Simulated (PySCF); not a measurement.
The dipole of `COC[SiH2]OC(C)=O` from its density and from atomic charges.

Coordinates (PBE0-D3(BJ)/def2-SVP, Å) and charges (e) from the PBE0/pcSseg-1 density (PySCF):

```
atom       x       y       z  Mulliken      IAO  Hirshfeld  ESP-fitted
  C1  -3.097   1.017   0.316   -0.0345  -0.1906    -0.0376     -0.1655
  O2  -1.969   0.201   0.257   -0.5046  -0.3755    -0.1405     -0.2541
  C3  -1.601  -0.155  -1.043   -0.2487  -0.3421    -0.0897     -0.1526
 Si4  -0.034  -1.194  -0.983   +0.8222  +0.9843    +0.3972     +0.5355
  O5   1.175  -0.093  -0.458   -0.5904  -0.5826    -0.1954     -0.4890
  C6   2.425  -0.559  -0.346   +0.4026  +0.5359    +0.2200     +0.8756
  C7   3.392   0.481   0.131   -0.2485  -0.4651    -0.1176     -0.6583
  O8   2.703  -1.701  -0.613   -0.4117  -0.4575    -0.2555     -0.5594
  H9  -2.943   1.975  -0.221   +0.0896  +0.1170    +0.0349     +0.0910
 H10  -3.989   0.523  -0.120   +0.0875  +0.1160    +0.0342     +0.0853
 H11  -3.302   1.238   1.373   +0.1245  +0.1548    +0.0506     +0.1209
 H12  -2.402  -0.734  -1.556   +0.1201  +0.1212    +0.0340     +0.0899
 H13  -1.419   0.737  -1.680   +0.1228  +0.1247    +0.0347     +0.1016
 H14  -0.164  -2.308  -0.009   -0.0763  -0.1183    -0.0684     -0.0755
 H15   0.285  -1.675  -2.356   -0.0948  -0.1316    -0.0744     -0.0979
 H16   3.058   0.876   1.101   +0.1498  +0.1719    +0.0597     +0.1889
 H17   3.400   1.326  -0.574   +0.1467  +0.1702    +0.0586     +0.1865
 H18   4.395   0.051   0.218   +0.1437  +0.1673    +0.0557     +0.1770
```

**Question.** Form Σ q r in debye for every column and set it beside the full dipole.

**Answer.** The full density gives (-1.64, 2.38, -0.49) D, 2.93 D in size; dipole vectors point from the negative to the positive end.

```csv
scheme,μx,μy,μz,size (D),share of the full size (%),angle to the full dipole (°)
Mulliken,-0.55,1.82,-1.23,2.26,77,28
IAO,-1.53,1.35,-1.21,2.38,81,25
Hirshfeld,-0.88,1.50,-0.11,1.74,59,7
ESP-fitted,-1.68,2.40,-0.53,2.97,101,1
```

**Question.** Which set comes closest?

**Answer.** Length of the difference vector: ESP-fitted 0.06 D, Hirshfeld 1.23 D, IAO 1.26 D, Mulliken 1.43 D. Closest: ESP-fitted. 

**Question.** What is left for the Hirshfeld atoms' own dipoles?

**Answer.** The Hirshfeld atoms' densities add up to the full density, so μ = Σ q r + Σ (atomic dipoles). The atomic dipoles sum to (-1.64, 2.38, -0.49) − (-0.88, 1.50, -0.11) = (-0.76, 0.88, -0.38) D, 1.23 D in size.

**Question.** With the origin at the mean of the coordinates, (-0.005, 0.000, -0.365) Å, which are the largest single terms, by size, of the Mulliken dipole along the direction of the full one?

**Answer.** O8 +5.64, C6 -3.51, Si4 -3.36, O2 -2.80, O5 +2.04 D; all 18 atoms together +1.99 D. The single terms depend on the origin, their sum doesn't.

**Question.** Give the size of the full dipole in other units.

**Answer.** 2.93 D = 1.154 au = 0.611 e·Å = 9.78 × 10⁻³⁰ C·m.

Geometry: PBE0-D3(BJ)/def2-SVP, one conformer, isolated molecule.

The values belong to the conformer `[CH3:1][O:2][CH2:3][SiH2:4][O:5][C:6]([CH3:7])=[O:8]`: C1–O2–C3–Si4 178°, O2–C3–Si4–O5 -68°, C3–Si4–O5–C6 -179°, Si4–O5–C6–C7 -179°.
